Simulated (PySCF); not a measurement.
# Radial density of Be (beryllium, neutral)

PBE, [He] 2s2, closed-shell 1S. All numbers are calculated (PySCF 2.14, scalar relativity by spin-free X2C-1e, in aug-cc-pVDZ-DK (4s3p2d, 23 functions)).

```
r (bohr)  4πr²ρ (e/bohr)
 0.00835         0.02931
  0.0141         0.07941
  0.0236          0.2065
  0.0398          0.5136
  0.0669           1.170
   0.112           2.316
   0.189           3.615
   0.318           3.844
   0.535           2.194
   0.900          0.6105
    1.51          0.6725
    2.55          0.7164
    4.28          0.1860
    7.21        0.006949
```

Densities and radii are taken from the X2C orbitals without a picture-change correction, which distorts them close to the nucleus.
